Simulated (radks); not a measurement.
Isoelectronic series with 19 electrons, each ion in its NIST ground configuration. All-electron calculation, scalar-relativistic Kohn-Sham, PBE, spin-polarised, spherical densities, point nucleus; open shells are filled with parallel spins first (spin-orbit coupling, left out, can overturn this in heavy ions). Program: a radial shooting solver on a logarithmic mesh with Libxc functionals. Total energies (hartree) and orbital eigenvalues (hartree) (* marks an orbital that is empty in some or all of the ions):

| ion | configuration | E (hartree) | 3d down* | 3d up | 3p down | 3p up |
|---|---|---|---|---|---|---|
| Dy47+ | [Ar] 3d1 | -10162.7722 | -142.6468 | -142.9327 | -154.4046 | -154.6248 |
| Ho48+ | [Ar] 3d1 | -10509.5143 | -148.4147 | -148.7060 | -160.5708 | -160.7951 |
| Er49+ | [Ar] 3d1 | -10863.0533 | -154.2976 | -154.5944 | -166.8648 | -167.0932 |
| Tm50+ | [Ar] 3d1 | -11223.4631 | -160.2958 | -160.5980 | -173.2872 | -173.5197 |
| Yb51+ | [Ar] 3d1 | -11590.8205 | -166.4093 | -166.7170 | -179.8386 | -180.0752 |
| Lu52+ | [Ar] 3d1 | -11965.2049 | -172.6383 | -172.9515 | -186.5196 | -186.7604 |
| Hf53+ | [Ar] 3d1 | -12346.6988 | -178.9831 | -179.3017 | -193.3310 | -193.5760 |
| W55+ | [Ar] 3d1 | -13131.3603 | -192.0205 | -192.3500 | -207.3474 | -207.6008 |
| Re56+ | [Ar] 3d1 | -13534.7086 | -198.7135 | -199.0484 | -214.5539 | -214.8115 |
| Os57+ | [Ar] 3d1 | -13945.5283 | -205.5229 | -205.8633 | -221.8935 | -222.1553 |
| Ir58+ | [Ar] 3d1 | -14363.9188 | -212.4490 | -212.7949 | -229.3669 | -229.6329 |
| Pt59+ | [Ar] 3d1 | -14789.9833 | -219.4919 | -219.8432 | -236.9749 | -237.2452 |

Estimate the row of Ta54+ ([Ar] 3d1).

Answer. E (hartree) -12735.3877; 3d down* -185.4437; 3d up -185.7678; 3p down -200.2734; 3p up -200.5225.
